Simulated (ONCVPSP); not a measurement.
# Hf, ONCV: configuration errors across variants

* Element: hafnium (Hf)
* Generator: ONCVPSP 4.0.1
* Type: optimised norm-conserving Vanderbilt (ONCV)
* Functional: PBE
* Relativity: scalar-relativistic
* Frozen core: [Kr] 4d10 4f14
* Valence charge: 12
* Reference configuration: 5s2 5p6 5d2 (charge +2)
* Partial waves: 5s: rc 1.15 bohr, ncon 4, nbas 8, qcut 4.8 1/bohr, 2 projectors, debl 3.4 Ha; 5p: rc 1.25 bohr, ncon 3, nbas 6, qcut 7.4 1/bohr, 1 projector; 5d: rc 1.95 bohr, ncon 4, nbas 8, qcut 5.4 1/bohr, 2 projectors, debl 3.6 Ha
* Local potential: polynomial inside 0.80 bohr (lpopt 5, dvloc0 -1 Ha)
* Core correction: none

All-electron excitation energies from the reference (eV): (1) 5s2 5p6 5d2 6s2 -22.157; (2) 5s2 5p6 5d2 6s1 -14.180; (3) 5s2 5p6 5d1 21.794.

2 further variants failed, have other tests or too few solved ones, and are left out.

A true bound ghost makes a file unfit for plane-wave use even where its test errors are small: the radial tests pick states by their node count and pass the ghost by.

Errors AE − PS in meV (a dash: test not solved or not reliable):

| change | (1) | (2) | (3) | bound ghosts | GHOST(+) flags above zero |
| --- | --- | --- | --- | --- | --- |
| base | +56 | +22 | -13 | s, p | d |
| p: nproj 3 | +56 | +22 | -13 | s | p, d |
| s: qcut 3.5 | +56 | +22 | -13 | s, p | d |
| core correction Teter function, fcfact 4, rcfact 1.1 | +54 | +21 | -13 | s, p | d |
| d: ncon 3, nbas 7 | +56 | +22 | -13 | s, p | d |
| s: rc 1.6 | +53 | +21 | -14 | s, p | d |

(1) Give the same row for: p: qcut 6.3.

## Answers

(1) +55, +22, -14; bound ghosts: s, p; GHOST(+) flags above zero: d.
